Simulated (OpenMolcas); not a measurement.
## Exact exchange and the HOMO–LUMO gap of Si5H12

Si5H12: 17 atoms, total charge 0, spin state singlet. As SMILES, `[SiH3][Si]([SiH3])([SiH3])[SiH3]`. The coordinates come from a PBE0-D4/def2-TZVP relaxation.

The HOMO–LUMO gap y, in eV, basis 6-31G(d); a is the functional's share of exact exchange. Programs: OpenMolcas 26.06.

| functional | program | a | y (eV) |
| --- | --- | --- | --- |
| TPSS | OpenMolcas | 0 | 6.47 |
| r2SCAN | OpenMolcas | 0 | 6.63 |
| B3LYP | OpenMolcas | 0.2 | ? |
| PBE0 | OpenMolcas | 0.25 | 8.00 |
| BHLYP | OpenMolcas | 0.5 | 9.86 |

**Question.** Fit y = c + s·a to the known rows and predict B3LYP.

**Answer.** 
1. Means of the 4 rows: a = 0.1875, y = 7.740.
2. Σ(Δa)² = 0.17188, Σ(Δa·Δy) = 1.125, so the slope is 1.125/0.17188 = 6.5453.
3. Intercept: 7.740 − (6.5453) × 0.1875 = 6.513. The largest residual of the fit is 0.15.
4. B3LYP: 6.513 + (6.5453) × 0.2 = 7.82 eV.

The run gave 7.67 eV, so the prediction is off by +0.15 eV, about the largest residual. Exact exchange lowers occupied levels and raises empty ones. The rows mix families of semi-local functionals, which the line can't see.
